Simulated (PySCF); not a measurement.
C2H8FNSi2, SMILES N[Si@H]1[SiH2]C[C@@H]1F. Geometry: r2SCAN-D4/def2-SVP. The structure was generated by enumeration; whether it is a known compound was not checked. One conformer was computed; it need not be the lowest.

Question: Give the equilibrium geometry at r2SCAN-D4/def2-SVP (PySCF confirms it by a frequency run) as bond lengths and angles. (An estimate is asked for; the answer gives what the named calculation found.)

Answer: This is not unique; one that fits is 
Atoms: N1 Si2 Si3 C4 C5 F6 H7 H8 H9 H10 H11 H12 H13 H14. Bonded distances (Å): N1–Si2 1.721, N1–H7 1.014, N1–H8 1.014, Si2–Si3 2.346, Si2–C5 1.938, Si2–H9 1.495, Si3–C4 1.921, Si3–H10 1.497, Si3–H11 1.493, C4–C5 1.537, C4–H12 1.106, C4–H13 1.102, C5–F6 1.392, C5–H14 1.110. Angles (°): Si2–N1–H7 121.4, Si2–N1–H8 122.6, H7–N1–H8 111.9, N1–Si2–Si3 127.7, N1–Si2–C5 124.9, N1–Si2–H9 107.4, Si3–Si2–C5 75.0, Si3–Si2–H9 111.1, C5–Si2–H9 106.9, Si2–Si3–C4 75.5, Si2–Si3–H10 115.7, Si2–Si3–H11 124.5, C4–Si3–H10 111.9, C4–Si3–H11 115.9, H10–Si3–H11 109.2, Si3–C4–C5 98.3, Si3–C4–H12 107.0, Si3–C4–H13 119.6, C5–C4–H12 108.7, C5–C4–H13 114.7, H12–C4–H13 107.8, Si2–C5–C4 97.9, Si2–C5–F6 118.4, Si2–C5–H14 110.1, C4–C5–F6 113.5, C4–C5–H14 109.1, F6–C5–H14 107.5.
